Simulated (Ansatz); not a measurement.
Frontier orbitals of C₂H₇BSi.

```xyz
11

B     0.725   -0.404   -0.471
Si   -0.008    0.127    1.414
C    -0.320    0.859   -0.165
C    -0.678   -0.164   -1.182
H     1.846   -0.317   -0.858
H     0.594   -1.280    0.453
H    -0.934   -0.803    2.100
H     0.939    0.779    2.344
H    -0.006    1.857   -0.438
H    -0.645    0.174   -2.213
H    -1.515   -0.827   -0.983
```

The species carries charge 0 and has multiplicity 1. The bonds changed during the relaxation, so this is another structure than the one it started from. The geometry is a stationary point of PBE0-D4/def2-TZVP. It is one conformer, not always the lowest. Basis def2-TZVPP, Ansatz 0.2.0.

Orbital energies of one run (eV). Highest occupied ones, from the top: -8.03, -9.85, -10.77, -11.09, -12.19, -13.07, -14.18, -15.28, -17.05, -18.83, -24.14, -101.61, -101.64, -101.75. Empty: 0.34, 1.63, 1.78, 2.39, 2.46, 2.92.

Question: Which functional gave them?
A. PBE
B. CAM-B3LYP
C. revPBE
D. LDA (SPW92)

Answer: B. HOMO energies: CAM-B3LYP -8.03, PBE -5.77, LDA (SPW92) -5.92, revPBE -5.71 eV.
